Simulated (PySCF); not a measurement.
Electronic structure of Be+ (beryllium, charge +1) at the UHF level

Configuration: [He] 2s1, 2S determinant. Calculation: PySCF 2.14, in aug-cc-pCVQZ-DK; scalar relativity by spin-free X2C-1e.

```
Total energy                        : -14.279870 hartree
One-electron energy                 : -17.6156 hartree
Hartree (Coulomb) energy            : 5.8439 hartree
Exchange energy                     : -2.5081 hartree
⟨S²⟩                                : 0.7500
⟨L²⟩                                : 0.000
Sum of ⟨r⟩                          : 3.109 bohr
Sum of ⟨r²⟩                         : 6.553 bohr²
Langevin diamagnetic susceptibility : -5.19 ×10⁻⁶ cm³/mol
```

```
shell  electrons  mean orbital energy (eV)  rms radius, mean of both spins (bohr)
 1s α          1                   -140.40                                  0.482
 1s β          1                   -139.27                                  0.482
 2s α          1                   -18.132                                   2.47
```
